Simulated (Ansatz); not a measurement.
Calculated with Ansatz (gas phase, PBE0-D4/def2-TZVP geometries, no zero-point term in ΔE). CCSD(T)/CBS is the MP2 limit (def2-TZVPP, def2-QZVPP) plus CCSD(T) − MP2 in def2-TZVPP, frozen cores. This one scheme is used for every species. Functionals use def2-TZVPP. B3LYP here is the variant with VWN-RPA as its local correlation; programs differ in this. HSE06 is defined as in plane-wave codes. Elements past krypton have def2 core potentials. For Sn outer-core shells are correlated without core-valence functions, which leaves a few kJ/mol of doubt a bond. Each species was taken in one conformer, which may not be the lowest.

`CC[SiH2]O` + `[NH2][Sn][OH]` → `C[O][Sn][NH2]` + `C[SiH2]O`  (substitution at a C–C bond)

`CC[SiH2]O`:

```xyz
12

C    -1.292    0.745   -0.216
C    -0.550   -0.233    0.691
Si    1.086   -0.806   -0.005
O     2.132    0.448   -0.265
H    -1.489    0.309   -1.199
H    -0.711    1.659   -0.372
H    -2.254    1.044    0.208
H    -0.370    0.216    1.673
H    -1.161   -1.126    0.873
H     0.834   -1.528   -1.288
H     1.775   -1.708    0.951
H     2.000    0.979   -1.051
```

`[NH2][Sn][OH]`:

Cartesian coordinates in Å:
```
N -0.463 -0.606 0.737
Sn -0.785 1.232 -0.041
O 0.737 1.209 -1.314
H -1.043 -1.007 1.459
H 0.274 -1.244 0.477
H 1.280 0.417 -1.318
```

`C[O][Sn][NH2]`:

Z-matrix (Å, degrees):
```
C
O 1 1.397
H 1 1.100 2 112.4
H 1 1.095 2 109.1 3 -119.1
H 1 1.100 2 112.4 3 121.8
Sn 2 1.984 1 126.2 3 -60.9
N 6 2.019 2 96.0 1 -0.0
H 7 1.009 6 125.6 2 -0.0
H 7 1.008 6 123.3 2 -179.9
```

`C[SiH2]O`:

```xyz
9

C    -0.969   -0.658    0.066
Si    0.621    0.197   -0.394
O     0.857    1.596    0.451
H    -1.108   -1.554   -0.547
H    -1.826   -0.001   -0.092
H    -0.966   -0.971    1.114
H     0.599    0.609   -1.819
H     1.758   -0.744   -0.170
H     1.033    1.526    1.390
```

| level | ΔE (kJ/mol) | difference from CCSD(T)/CBS |
| --- | --- | --- |
| PBE-D4 | 39.4 | -4.3 |
| revPBE-D4 | 39.3 | -4.4 |
| BLYP-D4 | 33.5 | -10.2 |
| B97M-V | 37.5 | -6.2 |
| PBE0-D4 | 42.1 | -1.6 |
| B3LYP-D4 | 36.1 | -7.6 |
| r2SCANh-D4 | 40.1 | -3.6 |
| r2SCAN0-D4 | 41.7 | -2.0 |
| HSE06-D4 | 42.0 | -1.7 |
| BHLYP-D4 | 37.3 | -6.4 |
| ωB97X-V | 40.2 | -3.5 |
| ωB97M-V | 42.5 | -1.2 |
| B2PLYP | 39.4 | -4.3 |
| PBE-QIDH | 44.6 | 0.9 |
| PBE | 39.7 | -4.0 |
| revPBE | 39.7 | -4.0 |
| BLYP | 34.1 | -9.6 |
| r2SCAN | 38.9 | -4.8 |
| PBE0 | 42.4 | -1.3 |
| B3LYP | 36.7 | -7.0 |
| r2SCANh | 40.1 | -3.6 |
| r2SCAN0 | 41.7 | -2.0 |
| HSE06 | 42.3 | -1.4 |
| BHLYP | 38.2 | -5.5 |
| CAM-B3LYP | 37.8 | -5.9 |
| LC-ωPBE | 44.4 | 0.7 |
| RPA@PBE/def2-TZVPP | 38.2 | -5.5 |
| HF/def2-SVP | 27.2 | -16.5 |
| MP2/def2-SVP | 38.1 | -5.6 |
| CCSD/def2-SVP | 33.4 | -10.3 |
| CCSD(T)/def2-SVP | 32.7 | -11.0 |
| HF/def2-TZVPP | 36.7 | -7.0 |
| MP2/def2-TZVPP | 46.2 | 2.5 |
| SCS-MP2/def2-TZVPP | 42.8 | -0.9 |
| CCSD/def2-TZVPP | 42.3 | -1.4 |
| CCSD(T)/def2-TZVPP | 41.7 | -2.0 |
| HF/def2-QZVPP | 36.5 | -7.2 |
| MP2/def2-QZVPP | 47.2 | 3.5 |
| SCS-MP2/def2-QZVPP | 44.1 | 0.4 |
| MP2/CBS(def2) | 48.2 | 4.5 |
| CCSD(T)/CBS | 43.7 | 0 |

**Question.** What do rigid-rotor, harmonic-oscillator terms from PBE0-D4/def2-TZVP frequencies (298.15 K, 1 bar) make of the CCSD(T)/CBS value? (Estimate.)

**Answer.** Computed: ΔZPE = -1.0 kJ/mol, ΔH = +43.2 kJ/mol, ΔS = 2 J/(mol·K), ΔG = +42.6 kJ/mol.

Largest T1 diagnostic among the species: 0.017.

At CCSD(T), def2-SVP lies −11.0 kJ/mol from the extrapolated value and def2-TZVPP −2.0 kJ/mol. In def2-TZVPP, CCSD(T) changes the Hartree–Fock value by +5.0 kJ/mol (the triples alone add −0.6 kJ/mol) and MP2 by +9.5 kJ/mol. From BLYP to BHLYP (50 % exact exchange), in def2-TZVPP and without D4, ΔE moves by +4.1 kJ/mol.
